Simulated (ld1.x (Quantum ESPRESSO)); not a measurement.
What one change does to a pseudopotential (oxygen (O), TM)

- Element: oxygen (O)
- Generator: ld1.x (Quantum ESPRESSO) 7.5
- Type: norm-conserving Troullier–Martins (Kleinman–Bylander form)
- Functional: LDA (PZ)
- Relativity: scalar-relativistic
- Frozen core: [He]
- Valence charge: 6
- Reference configuration: 2s2 2p4
- Partial waves: 2p (bound): rc 2.10 bohr; 2s (bound): rc 0.80 bohr
- Local potential: the s channel
- Core correction: none

Change: wave 2s (bound): rc 0.80 bohr becomes 2s (bound): rc 0.66 bohr.

Cutoffs: the cutoffs (Ry, on a coarse ladder) from which the occupation-weighted sum of valence levels, in a spherical-Bessel basis at the reference potential, stays within 10 and 1 mRy of its value at 400 Ry; they do not see the model core or the augmentation charge, which bear on the density cutoff. Errors are all-electron minus pseudo energies relative to the spin-unpolarised reference configuration.

Predict the effect on cutoff, ghosts and configuration errors.

The potential gets harder (80 Ry and 200 Ry → 140 Ry and 200 Ry); the errors of the 9 common tests hardly move; neither file shows a bound ghost. A smaller radius makes the pseudo-wave follow the all-electron one further in, where it bends more sharply, so more plane waves are needed.

```csv
quantity,base,changed
"cutoff, loose",80 Ry,140 Ry
"cutoff, tight",200 Ry,200 Ry
bound ghosts,none,none
"error for 2s2 2p3, meV [ΔE 16.58 eV]",+86,+86
"error for 2s2 2p2, meV [ΔE 50.29 eV]",+718,+718
"error for 2s2 2p1, meV [ΔE 104.26 eV]",+2735,+2738
"error for 2s1 2p4, meV [ΔE 31.42 eV]",-159,-159
"error for 2s1 2p5, meV [ΔE 14.58 eV]",-4.8,-4.4
"error for 2s2 2p3.5, meV [ΔE 6.37 eV]",+13,+13
"error for 2s2 2p0, meV [ΔE 181.21 eV]",+7296,+7301
"error for 2s2 2p4 (spin-polarised), meV [ΔE -1.41 eV]",+2.3,+2.4
"error for 2s2 2p3 (spin-polarised), meV [ΔE 12.57 eV]",+55,+56
s: phases at 2.29 bohr within 0.05 rad from the reference energy up to (Ry; the scan ends near 5),to the end of the scan,to the end of the scan
p: phases at 2.29 bohr within 0.05 rad from the reference energy up to (Ry; the scan ends near 5),1.2,1.2
```
